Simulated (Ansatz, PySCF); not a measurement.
Reaction R1 → 3 P1, each structure at its B3LYP-D3(BJ)/def2-TZVP stationary point, reached from a drawn start (curvature not checked).
R1: O3 (SMILES O=[O+][O-]), charge 0, multiplicity 1.
P1: O atom, charge 0, multiplicity 3.

P less R. No zero-point or thermal terms; singlets are restricted closed shells; open shells are unrestricted; no spin–orbit coupling.

Frozen-core correlation throughout.

Run with Ansatz (Gaussian basis) for Hartree–Fock, density functionals and correlated methods; PySCF for M06-2X. All values are computed, each at the level named.

```tsv
level	reaction energy (kcal/mol)
PBE/def2-TZVPP	184.49
revPBE/def2-TZVPP	167.53
B97M-V/def2-TZVPP	145.29
M06-2X/def2-TZVPP	130.72
B2PLYP/def2-TZVPP	143.67
SCS-MP2/cc-pVDZ	123.98
SCS-MP2/cc-pVQZ	155.64
CCSD(T)/cc-pVTZ	?
CCSD(T)/cc-pVQZ	?
```

### Question
Fill in the missing entries.

### Answer

- CCSD(T)/cc-pVTZ, reaction energy (kcal/mol): 131.75
- CCSD(T)/cc-pVQZ, reaction energy (kcal/mol): 138.74

Doubts at one or more of the structures used: other coupled-cluster roots may lie near (CCSD(T)/cc-pVTZ, CCSD(T)/cc-pVQZ).

Ansatz is a program for electronic structure.
